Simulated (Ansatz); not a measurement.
thiourea cation (CH4N2S), SMILES NC(N)=S (connectivity only; charge and spin as stated), charge +1, multiplicity 2. Atoms are numbered in the order given.

```xyz
8

N      0.0000     1.1595    -1.0183
C      0.0000     0.0000    -0.3744
N      0.0000    -1.1595    -1.0183
S      0.0000     0.0000     1.3711
H      0.0000     1.2078    -2.0351
H      0.0000     2.0444    -0.5186
H      0.0000    -1.2078    -2.0351
H      0.0000    -2.0444    -0.5186
```
Charge +1, spin multiplicity 2.

The structure is a stationary point at B3LYP-D3(BJ)/def2-SVP. The multiplicity is an assumed one; other spin states were not compared. Other conformers were not sampled.

Two levels are set side by side: PBE-D3(BJ)/def2-SVP (Ansatz, an electronic-structure program) and B3LYP-D3(BJ)/def2-SVP (Ansatz). Each level has its own optimised geometry; the coordinates shown are those of the second. Differences are taken from unrounded values.

```json
[
 {"quantity": "mean bond length (Å)", "B3LYP-D3(BJ)": "1.209"},
 {"quantity": "bond N1–C2 (Å)", "B3LYP-D3(BJ)": "1.326"},
 {"quantity": "bond C2–N3 (Å)", "B3LYP-D3(BJ)": "1.326"},
 {"quantity": "bond C2–S4 (Å)", "B3LYP-D3(BJ)": "1.745"},
 {"quantity": "bond N1–H5 (Å)", "B3LYP-D3(BJ)": "1.018"},
 {"quantity": "bond N1–H6 (Å)", "B3LYP-D3(BJ)": "1.016"},
 {"quantity": "bond N3–H7 (Å)", "B3LYP-D3(BJ)": "1.018"},
 {"quantity": "bond N3–H8 (Å)", "B3LYP-D3(BJ)": "1.016"}
]
```

### Question
What does PBE-D3(BJ) give, and how far is it from B3LYP-D3(BJ)? (Estimate from the structure and the level; the computed values follow.)

### Answer

```
quantity              PBE-D3(BJ)  PBE-D3(BJ) minus B3LYP-D3(BJ)
--------------------  ----------  -----------------------------
mean bond length (Å)       1.216                          0.006
bond N1–C2 (Å)             1.334                          0.008
bond C2–N3 (Å)             1.334                          0.008
bond C2–S4 (Å)             1.746                          0.000
bond N1–H5 (Å)             1.025                          0.007
bond N1–H6 (Å)             1.023                          0.007
bond N3–H7 (Å)             1.025                          0.007
bond N3–H8 (Å)             1.023                          0.007
```

GGA bonds tend to be longer and softer than those of functionals with exact exchange. Differences between two approximate levels are no errors against the true value.
